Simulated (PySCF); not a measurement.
F2S, triplet, geometry from GFN2-xTB (a higher spin typed on purpose: for a closed-shell molecule this is an excited state), with bond 1-2 at 1.6 times its length; PySCF with B3LYP/6-311G**.

PySCF was given this input:
```python
from pyscf import gto, scf, dft

mol = gto.Mole()
mol.atom = '''
    F    -1.64509313   -1.37459543    0.00375497
    S    -0.09238123    0.70770983   -0.00877839
    F     1.22705948   -0.66441984    0.01655107
'''
mol.basis = '6-311g**'
mol.spin = 2
mol.verbose = 4
mol.build()

mf = dft.UKS(mol)
mf.xc = 'b3lyp'
mf.conv_tol = 1e-11
mf.kernel()
mf.analyze()
```

Task: Write the output that PySCF gives for this input, abridged.

Result: 
```
PySCF version 2.14.0

[INPUT] verbose = 4
[INPUT] num. atoms = 3
[INPUT] num. electrons = 34
[INPUT] charge = 0
[INPUT] spin (= nelec alpha-beta = 2S) = 2
[INPUT] symmetry False subgroup None
[INPUT] Mole.unit = angstrom
[INPUT] Symbol           X                Y                Z      unit          X                Y                Z       unit  Magmom
[INPUT]  1 F     -1.645093130000  -1.374595430000   0.003754970000 AA   -3.108775465104  -2.597608894779   0.007095864906 Bohr   0.0
[INPUT]  2 S     -0.092381230000   0.707709830000  -0.008778390000 AA   -0.174575223750   1.337377754362  -0.016588752915 Bohr   0.0
[INPUT]  3 F      1.227059480000  -0.664419840000   0.016551070000 AA    2.318806355751  -1.255571529327   0.031276989369 Bohr   0.0

nuclear repulsion = 83.850522472467
number of shells = 28
number of NR pGTOs = 107
number of NR cGTOs = 62
basis = 6-311g**
ecp = {}

******** <class 'pyscf.dft.uks.UKS'> ********
method = UKS
initial guess = minao
damping factor = 0
level_shift factor = 0
DIIS = <class 'pyscf.scf.diis.CDIIS'>
diis_start_cycle = 1
diis_space = 8
diis_damp = 0
SCF conv_tol = 1e-11
SCF conv_tol_grad = None
SCF max_cycles = 50
direct_scf = True
direct_scf_tol = 1e-13
number electrons alpha = 18  beta = 16
XC library pyscf.dft.libxc version 7.1.2
    S. Lehtola, C. Steigemann, M. J. T. Oliveira, and M. A. L. Marques,  SoftwareX 7, 1–5 (2018)
XC functionals = b3lyp
    P. J. Stephens, F. J. Devlin, C. F. Chabalowski, and M. J. Frisch,  J. Phys. Chem. 98, 11623 (1994)
radial grids:
    Treutler-Ahlrichs [JCP 102, 346 (1995); DOI:10.1063/1.469408] (M4) radial grids

becke partition: Becke, JCP 88, 2547 (1988); DOI:10.1063/1.454033
pruning grids: <function nwchem_prune>
grids dens level: 3
symmetrized grids: False
atomic radii adjust function: <function treutler_atomic_radii_adjust>
small_rho_cutoff = 0
Set gradient conv threshold to 3.16228e-06
tot grids = 47408
init E= -597.547295736329

cycle= 1 E= -597.356586025782  delta_E= 0.191  |g|= 0.844  |ddm|= 0.983
cycle= 2 E= -586.80217420415  delta_E= 10.6  |g|= 3.17  |ddm|= 4.22
cycle= 3 E= -595.502908905858  delta_E= -8.7  |g|= 2.08  |ddm|= 4.03
cycle= 4 E= -596.254636080666  delta_E= -0.752  |g|= 1.75  |ddm|= 1.45
cycle= 5 E= -597.736713549075  delta_E= -1.48  |g|= 0.164  |ddm|= 0.994
cycle= 6 E= -597.614809177055  delta_E= 0.122  |g|= 0.504  |ddm|= 0.374
cycle= 7 E= -597.639131132406  delta_E= -0.0243  |g|= 0.457  |ddm|= 0.0345
cycle= 8 E= -597.736914452774  delta_E= -0.0978  |g|= 0.153  |ddm|= 0.209
cycle= 9 E= -597.749499578928  delta_E= -0.0126  |g|= 0.0286  |ddm|= 0.105
cycle= 10 E= -597.750040325063  delta_E= -0.000541  |g|= 0.0212  |ddm|= 0.0476
cycle= 11 E= -597.750377041548  delta_E= -0.000337  |g|= 0.0252  |ddm|= 0.0309
cycle= 12 E= -597.749711920831  delta_E= 0.000665  |g|= 0.00803  |ddm|= 0.0808
cycle= 13 E= -597.749339749498  delta_E= 0.000372  |g|= 0.00469  |ddm|= 0.0656
cycle= 14 E= -597.749277185453  delta_E= 6.26e-05  |g|= 0.00196  |ddm|= 0.0311
cycle= 15 E= -597.749270233619  delta_E= 6.95e-06  |g|= 0.000759  |ddm|= 0.0105
cycle= 16 E= -597.749268518038  delta_E= 1.72e-06  |g|= 0.0012  |ddm|= 0.00826
cycle= 17 E= -597.749269408697  delta_E= -8.91e-07  |g|= 0.000357  |ddm|= 0.00219
cycle= 18 E= -597.749269500318  delta_E= -9.16e-08  |g|= 0.000133  |ddm|= 0.000793
cycle= 19 E= -597.749269468408  delta_E= 3.19e-08  |g|= 5.82e-05  |ddm|= 0.000814
cycle= 20 E= -597.749269463483  delta_E= 4.93e-09  |g|= 1.1e-05  |ddm|= 0.000448
cycle= 21 E= -597.749269463599  delta_E= -1.17e-10  |g|= 5.52e-06  |ddm|= 6.44e-05
cycle= 22 E= -597.749269463702  delta_E= -1.03e-10  |g|= 5.01e-06  |ddm|= 3.88e-05
cycle= 23 E= -597.749269463762  delta_E= -5.98e-11  |g|= 2.95e-06  |ddm|= 3.07e-05
cycle= 24 E= -597.749269463794  delta_E= -3.26e-11  |g|= 3.16e-06  |ddm|= 6.55e-06
cycle= 25 E= -597.749269463713  delta_E= 8.13e-11  |g|= 2.44e-06  |ddm|= 2.32e-05
cycle= 26 E= -597.749269463635  delta_E= 7.83e-11  |g|= 2.57e-06  |ddm|= 3.44e-05
cycle= 27 E= -597.749269463644  delta_E= -9.66e-12  |g|= 3.3e-06  |ddm|= 1.1e-05
cycle= 28 E= -597.749269463648  delta_E= -3.87e-12  |g|= 1.71e-06  |ddm|= 3.8e-06
Extra cycle  E= -597.749269463655  delta_E= -7.16e-12  |g|= 4.93e-06  |ddm|= 7.42e-06
converged SCF energy = -597.749269463655  <S^2> = 2.0120448  2S+1 = 3.0080191
**** SCF Summaries ****
Total Energy =                        -597.749269463655423
Nuclear Repulsion Energy =              83.850522472466977
One-electron Energy =                 -995.426546073382269
Two-electron Energy =                  313.826754137259854
Two-electron Coulomb Energy =          360.224839242721885
DFT Exchange-Correlation Energy =      -46.398085105462052
**** MO energy ****
                             alpha | beta                alpha | beta
MO #1   energy= -89.0251890240559  | -89.016212673857   occ= 1 | 1
MO #2   energy= -24.7114671234931  | -24.7095026786702  occ= 1 | 1
MO #3   energy= -24.6608431013309  | -24.6361708975414  occ= 1 | 1
MO #4   energy= -8.09910789965103  | -8.09105859947425  occ= 1 | 1
MO #5   energy= -6.06437911324918  | -6.05879322407093  occ= 1 | 1
MO #6   energy= -6.06163700739202  | -6.04381944315574  occ= 1 | 1
MO #7   energy= -6.05808428084821  | -6.04377816369258  occ= 1 | 1
MO #8   energy= -1.18048742504308  | -1.17587144751474  occ= 1 | 1
MO #9   energy= -1.12669783809334  | -1.06128229340095  occ= 1 | 1
MO #10  energy= -0.792015483031292 | -0.734711320356595 occ= 1 | 1
MO #11  energy= -0.490347486903202 | -0.484193531021642 occ= 1 | 1
MO #12  energy= -0.460803700988013 | -0.436568047176485 occ= 1 | 1
MO #13  energy= -0.454505010881899 | -0.435808463729881 occ= 1 | 1
MO #14  energy= -0.420219569674833 | -0.355201083519695 occ= 1 | 1
MO #15  energy= -0.415160465977405 | -0.344983879162359 occ= 1 | 1
MO #16  energy= -0.378930543811816 | -0.307003797066537 occ= 1 | 1
MO #17  energy= -0.359613204664564 | -0.248924176878138 occ= 1 | 0
MO #18  energy= -0.345334047596553 | -0.216410419629716 occ= 1 | 0
MO #19  energy= -0.188531739922112 | -0.171185252099199 occ= 0 | 0
MO #20  energy= 0.143735298648295  | 0.154141413054707  occ= 0 | 0
MO #21  energy= 0.149111951575858  | 0.157452912135659  occ= 0 | 0
MO #22  energy= 0.152745603481573  | 0.168104694450853  occ= 0 | 0
MO #23  energy= 0.336203446041168  | 0.355726129844271  occ= 0 | 0
MO #24  energy= 0.592714630673545  | 0.63862480988341   occ= 0 | 0
MO #25  energy= 0.605972500673449  | 0.643149459108661  occ= 0 | 0
MO #26  energy= 0.608700213825048  | 0.674147401780995  occ= 0 | 0

To work with the spin densities directly, `use mulliken_meta_spin()` only printing them here.

 ** Mulliken spin pop alpha/beta on meta-lowdin orthogonal AOs **
 ** Mulliken Spin Density (per AO)  **
spin_pop of  0 F 1s       -0.00000
spin_pop of  0 F 2s        0.00288
spin_pop of  0 F 3s        0.00002
spin_pop of  0 F 4s        0.00000
spin_pop of  0 F 2px       0.07523
spin_pop of  0 F 2py       0.20704
spin_pop of  0 F 2pz       0.45492
spin_pop of  0 F 3px      -0.00018
spin_pop of  0 F 3py      -0.00039
spin_pop of  0 F 3pz      -0.00051
spin_pop of  0 F 4px      -0.00003
spin_pop of  0 F 4py      -0.00006
spin_pop of  0 F 4pz      -0.00007
spin_pop of  0 F 3dxy      0.00001
spin_pop of  0 F 3dyz      0.00000
spin_pop of  0 F 3dz^2     0.00002
spin_pop of  0 F 3dxz      0.00000
spin_pop of  0 F 3dx2-y2    0.00001
spin_pop of  1 S 1s       -0.00000
spin_pop of  1 S 2s        0.00001
spin_pop of  1 S 3s        0.00498
spin_pop of  1 S 4s        0.00062
spin_pop of  1 S 5s        0.00001
spin_pop of  1 S 6s        0.00001
spin_pop of  1 S 2px       0.00005
spin_pop of  1 S 2py       0.00003
spin_pop of  1 S 2pz       0.00006
spin_pop of  1 S 3px       0.44481
spin_pop of  1 S 3py       0.26350
spin_pop of  1 S 3pz       0.49514
spin_pop of  1 S 4px       0.00260
spin_pop of  1 S 4py       0.00214
spin_pop of  1 S 4pz       0.00266
spin_pop of  1 S 5px       0.00009
spin_pop of  1 S 5py       0.00009
spin_pop of  1 S 5pz      -0.00003
spin_pop of  1 S 6px      -0.00000
spin_pop of  1 S 6py       0.00000
spin_pop of  1 S 6pz      -0.00007
spin_pop of  1 S 3dxy      0.00022
spin_pop of  1 S 3dyz      0.00011
spin_pop of  1 S 3dz^2     0.00005
spin_pop of  1 S 3dxz     -0.00003
spin_pop of  1 S 3dx2-y2    0.00013
spin_pop of  2 F 1s       -0.00000
spin_pop of  2 F 2s        0.00195
spin_pop of  2 F 3s        0.00017
spin_pop of  2 F 4s        0.00000
spin_pop of  2 F 2px      -0.01656
spin_pop of  2 F 2py       0.01054
spin_pop of  2 F 2pz       0.04759
spin_pop of  2 F 3px       0.00006
spin_pop of  2 F 3py       0.00014
spin_pop of  2 F 3pz       0.00007
spin_pop of  2 F 4px       0.00000
spin_pop of  2 F 4py       0.00001
spin_pop of  2 F 4pz       0.00000
spin_pop of  2 F 3dxy     -0.00001
spin_pop of  2 F 3dyz     -0.00000
spin_pop of  2 F 3dz^2    -0.00001
spin_pop of  2 F 3dxz     -0.00000
spin_pop of  2 F 3dx2-y2   -0.00001
 ** Mulliken Spin Density (per atom)  **
spin density of  0 F =      0.73889
spin density of  1 S =      1.21717
spin density of  2 F =      0.04394
 ** Mulliken pop alpha/beta on meta-lowdin orthogonal AOs **
 ** Mulliken pop       alpha | beta **
In total            18.00000 | 16.00000
 ** Mulliken atomic charges   ( Nelec_alpha | Nelec_beta ) **
charge of  0F =     -0.24649  (     4.99269      4.25380 )
charge of  1S =      0.53319  (     8.34199      7.12482 )
charge of  2F =     -0.28670  (     4.66532      4.62138 )
Dipole moment(X, Y, Z, Debye):  0.40710,  3.65444, -0.03888
```
